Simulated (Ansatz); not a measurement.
**Which isomer of CHCl2FSi gives these data?**

These gas-phase data were calculated for one isomer of CHCl2FSi at r2SCAN-D4/def2-SVP (harmonic, unscaled wavenumbers; equilibrium rotational constants with average atomic masses):

* rotational constants: 5.994, 1.12, 0.9436 GHz
* all wavenumbers above 1500 cm⁻¹: 3199

Candidates:

(1) `F/[Si](Cl)=C\Cl`, a singlet
(2) `F/[Si](Cl)=C/Cl`, a singlet
(3) `FC=[Si](Cl)Cl`, a singlet

**Question.** Which structure fits? Where the bands don't settle it, estimate the moments of inertia from typical bond lengths.

**Answer.** Candidate (1). The rotational constants decide: (2) would give 3.672, 1.453, 1.041 GHz; (3) would give 2.657, 1.793, 1.078 GHz.

The same quantities for all candidates:

```
     rotational constants (GHz)  wavenumbers above 1500 cm⁻¹  E above the lowest, r2SCAN-D4/def2-SVP (kcal/mol)
(1)         5.994, 1.12, 0.9436                         3199                                                0.0
(2)         3.672, 1.453, 1.041                         3199                                                0.1
(3)         2.657, 1.793, 1.078                         3147                                               12.3
```

Harmonic stretches to hydrogen usually lie a few per cent above observed fundamentals. Programs: Ansatz 0.2.0.
